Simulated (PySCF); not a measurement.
Predicted microwave data (PBE0/pcSseg-1 in PySCF (dipole) on a GFN2-xTB geometry, gas phase) for one isomer of C5H13NSi3:

```
Rotational constants : A = 1467, B = 531.3, C = 525.4 MHz
Dipole components    : |μa| = 0.70 D, |μb| = 0.70 D, |μc| = 3.39 D
Inertial defect      : -334.03 u·Å²
κ                    : -0.99
```

Question: Which candidate fits, each taken in the one conformer that was computed?
A. `[CH3:1][C@@H:2]([SiH3:3])[Si@@H:4]1[CH2:5][SiH2:6][C@H:7]1[C:8]#[N:9]` with C1–C2–Si4–C5 -69°
B. `[CH2:1]=[CH:2][CH2:3][SiH2:4][C:5]([SiH3:6])([SiH3:7])[C:8]#[N:9]` with C1–C2–C3–Si4 106°, C2–C3–Si4–C5 176°, C3–Si4–C5–Si6 58°
C. `[N:1]#[C:2][CH2:3][Si@H:4]([SiH3:5])[SiH2:6][CH:7]1[CH2:8][CH2:9]1` with C2–C3–Si4–Si5 64°, C3–Si4–Si6–C7 74°, Si4–Si6–C7–C8 148°
D. `[CH3:1][C:2]1=[CH:3][CH:4]=[CH:5][Si@H:6]1[N:7]([SiH3:8])[SiH3:9]` with C5–Si6–N7–Si8 -164°
E. `[CH3:1][C:2]1=[CH:3][Si@H:4]([N:5]([SiH3:6])[SiH3:7])[CH:8]=[CH:9]1` with C3–Si4–N5–Si6 36°

Answer: B. It is C=CC[SiH2]C([SiH3])([SiH3])C#N, a near-prolate asymmetric top, point group C1. The candidates at the same level (rigid rotor, commonest isotopes):

| SMILES | A (MHz) | B (MHz) | C (MHz) | μa (D) | μb (D) | μc (D) | Δ (u·Å²) | point group | rotor |
| --- | --- | --- | --- | --- | --- | --- | --- | --- | --- |
| N#CC[Si@H]([SiH3])[SiH2]C1CC1 | 1093 | 673.3 | 605.8 | 0.61 | 1.69 | 2.31 | -378.78 | C1 | asymmetric top |
| C=CC[SiH2]C([SiH3])([SiH3])C#N | 1467 | 531.3 | 525.4 | 0.70 | 0.70 | 3.39 | -334.03 | C1 | near-prolate asymmetric top |
| C[C@@H]([SiH3])[Si@@H]1C[SiH2][C@H]1C#N | 1473 | 625.0 | 588.0 | 4.54 | 2.08 | 0.98 | -292.13 | C1 | near-prolate asymmetric top |
| CC1=C[Si@H](N([SiH3])[SiH3])C=C1 | 1695 | 640.5 | 517.2 | 0.86 | 0.02 | 0.60 | -109.85 | C1 | asymmetric top |
| CC1=CC=C[Si@H]1N([SiH3])[SiH3] | 1425 | 761.0 | 630.2 | 0.16 | 0.26 | 0.42 | -216.68 | C1 | asymmetric top |

`CC1=CC=C[Si@H]1N([SiH3])[SiH3]` has B 43 % too high; `C[C@@H]([SiH3])[Si@@H]1C[SiH2][C@H]1C#N` has B 18 % too high; `N#CC[Si@H]([SiH3])[SiH2]C1CC1` has B 27 % too high; `CC1=C[Si@H](N([SiH3])[SiH3])C=C1` has B 21 % too high. No structure here is proved a minimum.
